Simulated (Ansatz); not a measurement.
C2H4OSi, SMILES `C[Si]C=O` (lower singlet; C–Si–C–O torsion 93°) (charge 0, multiplicity 1). This singlet lies 0.88 eV below the relaxed triplet at the level frozen-core CCSD(T)/cc-pVTZ // B3LYP-D3(BJ)/def2-TZVP (Ansatz, a quantum-chemistry and plane-wave program).

Cartesian coordinates (Å):
```xyz
8

C     -1.2152     0.0469     0.0731
Si     0.2125    -1.1751    -0.3084
C      1.5619    -0.1727     0.5520
O      1.8291     0.3648    -0.5258
H     -0.9196     1.0899    -0.0596
H     -2.0739    -0.1574    -0.5682
H     -1.5355    -0.0785     1.1139
H      2.1407     0.0821     1.4568
```
Charge 0, spin multiplicity 1.

Frozen-core energies in 6-31g from Ansatz at a geometry from B3LYP-D3(BJ)/def2-TZVP; the HF reference has <S^2> = 0.00 and the T1 diagnostic is 0.024.

```json
[
 {"level": "HF", "energy (Ha)": "-441.65981"},
 {"level": "MP2", "energy (Ha)": "-442.01303"},
 {"level": "CCSD", "energy (Ha)": "-442.04267"},
 {"level": "CCSD(T)", "energy (Ha)": "-442.05499"}
]
```

Question: Estimate the energies of CCSDT and CCSDT(Q), and give each level's difference from CCSDT(Q).

Answer: 
```tsv
level	energy (Ha)	difference from CCSDT(Q) (mHa)
MP2	-442.01303	44.69
CCSD	-442.04267	15.05
CCSD(T)	-442.05499	2.73
CCSDT	-442.05624	1.48
CCSDT(Q)	-442.05772	0.00
```
